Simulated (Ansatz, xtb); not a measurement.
## Relative energy of two isomers of C5H7BCl2

Structure X: `C=C/C(C)=C/B(Cl)Cl`, a singlet. Structure Y: `C/C=C\C=C/B(Cl)Cl`, a singlet. Both are isolated molecules in the gas phase, relaxed with PBE-D3(BJ)/def2-SVP; the shapes shown needn't be the lowest conformers.

X (Å):

```xyz
15

C     0.3785    1.5383   -2.6946
C    -0.3651    0.4619   -2.3483
C    -0.1867   -0.3588   -1.1442
C     0.9204    0.0228   -0.2015
C    -1.0459   -1.4218   -0.9627
B    -1.1739   -2.4865    0.1390
Cl   -0.1705   -2.6314    1.5968
Cl   -2.4497   -3.7078   -0.0422
H     1.2135    1.9006   -2.0750
H     0.1716    2.0944   -3.6215
H    -1.1880    0.1498   -3.0149
H     0.7784    1.0641    0.1566
H     0.9791   -0.6444    0.6732
H     1.8978    0.0026   -0.7281
H    -1.7952   -1.5425   -1.7673
```

Y (Å):

```xyz
15

C    -1.8279   -1.7842   -3.2122
C    -1.3811   -1.1904   -1.9160
C    -0.1066   -0.9607   -1.4851
C     1.0891   -1.2646   -2.2383
C     2.4004   -1.0622   -1.8760
B     3.0199   -0.4677   -0.6005
Cl    4.7886   -0.3657   -0.4954
Cl    2.1200    0.1391    0.8049
H    -0.9970   -2.0612   -3.8873
H    -2.4910   -1.0764   -3.7557
H    -2.4423   -2.6931   -3.0320
H    -2.1955   -0.9043   -1.2262
H     0.0260   -0.5105   -0.4906
H     0.9200   -1.7175   -3.2322
H     3.1441   -1.3794   -2.6285
```

Quicker runs give these differences E(Y) − E(X): GFN2-xTB +1.22 kcal/mol; HF/STO-3G +0.52 kcal/mol (at GFN2-xTB geometries); r2SCAN-D4/def2-SVP +1.40 kcal/mol (at GFN2-xTB geometries).

Estimate E(Y) − E(X) at the level CCSD(T)/def2-SVP + ΔMP2/def2-TZVPP.

Too close to call at this level: CCSD(T)/def2-SVP + ΔMP2/def2-TZVPP gives E(Y) − E(X) = +1.75 kcal/mol.

Level by level:

```tsv
level	geometry	E(Y) − E(X) (kcal/mol)	departure from the last row (kcal/mol)	job, with rough time for the two
GFN2-xTB	GFN2-xTB	+1.22	−0.53	optimisation, 0.41 s
HF/STO-3G	GFN2-xTB	+0.52	−1.23	single point, 0.46 s
r2SCAN-D4/def2-SVP	GFN2-xTB	+1.40	−0.35	single point, 4.3 s
PBE-D3(BJ)/def2-SVP	PBE-D3(BJ)/def2-SVP	−0.10	−1.85	optimisation, 46 s
HF/def2-SVP	PBE-D3(BJ)/def2-SVP	+0.16	−1.59	part of the CCSD(T) run
MP2/def2-SVP	PBE-D3(BJ)/def2-SVP	+1.37	−0.39	part of the CCSD(T) run
CCSD(T)/def2-SVP	PBE-D3(BJ)/def2-SVP	+1.35	−0.40	single point
CCSD(T)/def2-SVP + ΔMP2/def2-TZVPP	PBE-D3(BJ)/def2-SVP	+1.75		single point, 2 min
```

As drawn, both hold the same kinds of bond in the same numbers.

PBE-D3(BJ)/def2-SVP, HF/def2-SVP find them nearly level. The largest departure from CCSD(T)/def2-SVP + ΔMP2/def2-TZVPP is that of PBE-D3(BJ)/def2-SVP, 1.85 kcal/mol. The last row adds to CCSD(T) the change of the MP2 difference between the two basis sets, here +0.40 kcal/mol.

With thermal terms from frequencies at re-optimised GFN2-xTB minima (ideal gas, soft modes damped towards free rotors, one conformer each, 298.15 K, 1 atm): on the last row, ΔE + ΔZPE = +1.83, ΔH = +1.88, ΔG = +1.64 kcal/mol.

The correlated steps freeze 16 core orbitals. Codes used: Ansatz 0.2.0, xtb 6.7.1; the last row on 4 threads of Arm Neoverse V1 on a shared host.
